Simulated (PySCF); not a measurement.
# I³⁵⁺ (iodine, charge +35): Hartree-Fock from Schrödinger to Dirac-Coulomb

Occupied: 1s1/2, 2s1/2, 2p1/2, 2p3/2, 3s1/2, 3p1/2, 3p3/2. Hartree-Fock calculated with PySCF 2.14 in an even-tempered Gaussian basis (21 s from 2.9 bohr⁻², ratio 2.3; 16 p from 3.5 bohr⁻², ratio 2.3), Gaussian nucleus throughout. NR is non-relativistic, sf-X2C the spin-free one-electron X2C Hamiltonian, X2C adds the bare one-electron spin-orbit term, X2C-SNSO screens it by Boettger's factors, DC is four-component Dirac-Coulomb, and the Gaunt term is added at first order (total energies over the DC spinors, levels after relaxing the spinors in that mean field). QED terms are absent. Levels marked empty are virtual spinors of this ion; the basis has s and p functions only, so 3d, which can lie below the n = 4 levels, is absent.

```
Hamiltonian  E (hartree)  E − E(DC) (hartree)  CPU seconds
         NR   -5969.5826             195.7745         0.64
     sf-X2C   -6161.4070               3.9502         0.47
        X2C   -6163.7183               1.6388         0.47
   X2C-SNSO   -6163.5411               1.8161         0.46
         DC   -6165.3571               0.0000           31
   DC+Gaunt   -6159.8173               5.5398           56
```

**Question.** Give the 2p spin-orbit interval with each Hamiltonian that has one.

**Answer.** X2C 319.6; X2C-SNSO 306.9; DC 305.2; DC+Gaunt 301.2 (eV).

```json
{"level (eV)": "1s1/2", "NR": "-33910.2", "sf-X2C": "-35225.2", "X2C": "-35221.8", "X2C-SNSO": "-35222.0", "DC": "-35252.3", "DC+Gaunt": "-35168.5"}
{"level (eV)": "2s1/2", "NR": "-6741.0", "sf-X2C": "-7086.8", "X2C": "-7085.8", "X2C-SNSO": "-7085.9", "DC": "-7089.5", "DC+Gaunt": "-7081.1"}
{"level (eV)": "2p1/2", "NR": "-6449.5", "sf-X2C": "-6552.3", "X2C": "-6773.0", "X2C-SNSO": "-6764.0", "DC": "-6765.3", "DC+Gaunt": "-6751.4"}
{"level (eV)": "2p3/2", "NR": "-6449.5", "sf-X2C": "-6552.3", "X2C": "-6453.5", "X2C-SNSO": "-6457.1", "DC": "-6460.0", "DC+Gaunt": "-6450.2"}
{"level (eV)": "3s1/2", "NR": "-2539.4", "sf-X2C": "-2636.4", "X2C": "-2636.1", "X2C-SNSO": "-2636.2", "DC": "-2637.0", "DC+Gaunt": "-2635.1"}
{"level (eV)": "3p1/2", "NR": "-2418.8", "sf-X2C": "-2455.6", "X2C": "-2507.8", "X2C-SNSO": "-2505.7", "DC": "-2505.9", "DC+Gaunt": "-2502.8"}
{"level (eV)": "3p3/2", "NR": "-2418.8", "sf-X2C": "-2455.6", "X2C": "-2432.0", "X2C-SNSO": "-2432.9", "DC": "-2433.5", "DC+Gaunt": "-2431.3"}
{"level (eV)": "4s1/2 (empty)", "NR": "-1257.7", "sf-X2C": "-1294.0", "X2C": "-1294.0", "X2C-SNSO": "-1294.0", "DC": "-1294.2", "DC+Gaunt": "-1293.5"}
{"level (eV)": "4p1/2 (empty)", "NR": "-1212.7", "sf-X2C": "-1228.2", "X2C": "-1246.3", "X2C-SNSO": "-1245.6", "DC": "-1245.7", "DC+Gaunt": "-1244.6"}
{"level (eV)": "4p3/2 (empty)", "NR": "-1212.7", "sf-X2C": "-1228.2", "X2C": "-1220.0", "X2C-SNSO": "-1220.3", "DC": "-1220.5", "DC+Gaunt": "-1219.7"}
```

Weight of the small component: 1s1/2 0.0381, 2s1/2 0.00835, 2p1/2 0.00830, 2p3/2 0.00791, 3s1/2 0.00297, 3p1/2 0.00290, 3p3/2 0.00281, 4s1/2 0.00137, 4p1/2 0.00134, 4p3/2 0.00131.

Koopmans' value for the highest occupied level at DC+Gaunt: 2431.3 eV, against an ionisation energy of 2431 ± 5 eV (theoretical estimate listed by NIST; NIST Atomic Spectra Database, ionization energies); the former lacks relaxation, correlation, QED and recoil.

The whole ladder took 96 s of wall time on 1 thread of Intel(R) Xeon(R) Platinum 8259CL CPU @ 2.50GHz (shared host), launched as `OMP_NUM_THREADS=1 python relrun2.py TASK.json OUT` (a driver that calls PySCF for each Hamiltonian).
